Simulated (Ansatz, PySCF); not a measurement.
Cl₂HSbTe, SMILES [Cl][Sb]([TeH])[Cl]. Atoms are numbered in the order given.

```xyz
5

Sb    -0.5847     0.3993     0.8535
Cl    -2.4621    -0.2781    -0.4745
Cl    -0.0597     2.4520    -0.2792
Te     1.1171    -1.3873    -0.4608
H      2.3392    -1.0306     0.6289
```

Geometry: B3LYP-D3(BJ)/def2-SVP. The structure was generated by enumeration; whether it is a known compound was not checked. The def2 effective core potentials stand for the cores of Sb, Te; spin–orbit coupling is left out.

Two levels are set side by side: PBE-D3(BJ)/def2-SVP (Ansatz, a program for electronic structure) and B3LYP-D3(BJ)/def2-SVP (Ansatz). Each level has its own optimised geometry; the coordinates shown are those of the second. Frequencies come from the Hessian of PySCF at each geometry. Differences are taken from unrounded values.

```
quantity                            B3LYP-D3(BJ)  PBE-D3(BJ)  PBE-D3(BJ) minus B3LYP-D3(BJ)
----------------------------------  ------------  ----------  -----------------------------
mean bond length (Å)                       2.318       2.323                          0.005
bond Sb1–Cl2 (Å)                           2.397       2.401                          0.004
bond Sb1–Cl3 (Å)                           2.403       2.409                          0.007
bond Sb1–Te4 (Å)                           2.796       2.795                         -0.001
bond Te4–H5 (Å)                            1.676       1.686                          0.010
highest harmonic wavenumber (cm⁻¹)          2087        2042                            -45
mean harmonic wavenumber (cm⁻¹)              436         425                            -11
zero-point energy (kcal/mol)                5.61        5.47                          -0.14
```
